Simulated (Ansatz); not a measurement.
`[Cl][Zn][Br]` and `[Cl][Zn][Cl]` differ in one atom or group.

Ansatz, PBE0-D4/def2-TZVP geometries, multiplicity 1. 

Outer-core shells of Br, Zn are correlated without core-valence functions. Scalar relativity is left out up to krypton. Spin–orbit coupling is left out.

| property | `[Cl][Zn][Br]` |
| --- | --- |
| HOMO–LUMO gap (ωB97M-V/def2-TZVPP) / eV | 11.04 |
| HOMO energy (ωB97M-V/def2-TZVPP) / eV | -10.95 |
| HOMO–LUMO gap (PBE0/def2-TZVPP) / eV | 7.03 |
| vertical ionisation energy (CCSD(T)/def2-TZVPP) / eV | 11.14 |
| HOMO energy (PBE0/def2-TZVPP) / eV | -8.74 |
| size of the dipole moment (ωB97M-V/def2-TZVPP) / D | 0.24 |

Task: Give the same properties after the change, and the shifts. (Best estimate.)

Result: Ansatz gave: 
```tsv
property	`[Cl][Zn][Cl]`	shift
HOMO–LUMO gap (ωB97M-V/def2-TZVPP) / eV	11.58	0.54
HOMO energy (ωB97M-V/def2-TZVPP) / eV	-11.41	-0.46
HOMO–LUMO gap (PBE0/def2-TZVPP) / eV	7.51	0.48
vertical ionisation energy (CCSD(T)/def2-TZVPP) / eV	11.78	0.64
HOMO energy (PBE0/def2-TZVPP) / eV	-9.15	-0.41
size of the dipole moment (ωB97M-V/def2-TZVPP) / D	0.00	-0.24
```

With PBE0 the HOMO falls by 0.41 eV and the LUMO rises by 0.07 eV, so the gap widens by about 0.48 eV. PBE moves the HOMO by -0.29 eV and ωB97M-V by -0.46 eV.
